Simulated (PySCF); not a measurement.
A structure optimised at PBE-D3(BJ)/def2-SVP, used in a PySCF frequency run:

```xyz
9

B     -0.3178    -0.5655     0.0000
Br     0.1931     1.3249     0.0000
C      0.7846    -1.6614     0.0000
C      0.4816    -2.9788     0.0000
H      1.8463    -1.3608     0.0000
H      1.2572    -3.7635     0.0000
H     -0.5674    -3.3210     0.0000
O     -1.6358    -0.8933     0.0000
H     -2.2174    -0.1110     0.0000
```

Write its SMILES, formula and point group.

C=CB(O)Br, C2H4BBrO, Cs

What are its rotational constants (standard atomic weights)?

7.5278, 1.5773, 1.3041 GHz
